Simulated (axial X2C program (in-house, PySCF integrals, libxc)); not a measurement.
Potential curves of BrF⁻, two-component

All values were computed with an axial X2C code built on PySCF integrals. Two-component (2c) means X2C with spin–orbit coupling and atomic mean-field two-electron Coulomb and Gaunt terms. Basis: Br dyall-acv3z [9s10p7d5f1g], F dyall-av3z [7s6p3d2f] (cores contracted in-house); Gaussian nuclei, density fitting, unrestricted open shells. Masses: Br 78.918 u, F 18.998 u.

State: Ω = 1/2 (⟨Sz⟩ = 0.49, ⟨Lz⟩ = 0.01 at PBE). Energies in cm⁻¹ from the fragments at the same level (Br + F- for PBE; Br- + F for PBE0). Fits are polynomials in 1 − R0/R over 0.85 to 1.23 times the lowest point R0.

| R (Å) | PBE | PBE0 |
| --- | --- | --- |
| 2.0053 | -12513 | -11268 |
| 2.0976 | -13983 | -12584 |
| 2.1667 | -14651 | -13127 |
| 2.2359 | -15040 | -13388 |
| 2.3050 | -15216 | -13437 |
| 2.3857 | -15227 | -13301 |
| 2.4664 | -15092 | -13022 |
| 2.5701 | -14787 | -12538 |
| 2.6968 | -14315 | -11861 |
| 2.8813 | -13598 | -10873 |

Occupations by symmetry block were frozen at the best pattern of an incomplete PBE0 search. De is counted from the lowest determinant-based energies of the atoms at the same level, without counterpoise correction. Density functionals use the spin component along the axis (collinear). The 2c atoms are single determinants rather than J levels; their spin–orbit lowering is only partly caught, and De is too large by that part. This holds for PBE0. The functionals have no current-density term, which raises determinants with orbital currents, atoms included. The highest occupied level of some functionals is positive through self-interaction error; at Hartree–Fock it is bound.

(1) What are Re, ωe and De at the PBE level?

(2) What are Re, ωe and De at the PBE0 level?

Answers

(1) At PBE, 2c: Re = 2.349 Å, ωe ≈ 242 cm⁻¹, De = 1.89 eV to Br + F-; Be follows as 0.2 cm⁻¹.

(2) At PBE0, 2c: Re = 2.289 Å, ωe ≈ 277 cm⁻¹, De = 1.67 eV to Br- + F; Be follows as 0.21 cm⁻¹.
